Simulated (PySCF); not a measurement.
A calculated (M06-L, PySCF 2.14, x2c-TZVPall, the spin-free X2C one-electron Hamiltonian (Gaussian nucleus)) atom or ion has these occupied shells.

```csv
shell,electrons,orbital energy (eV),"rms radius, mean of both spins (bohr)"
1s,2,-3963.7,0.0889
2s,2,-422.07,0.394
2p,6,-339.14,0.364
3s,2,-49.015,1.24
3p,6,-28.783,1.39
4s,2,-3.741,4.24
```

Name the element and its charge.

Ca (calcium, neutral), in [Ar] 4s2, closed-shell 1S.
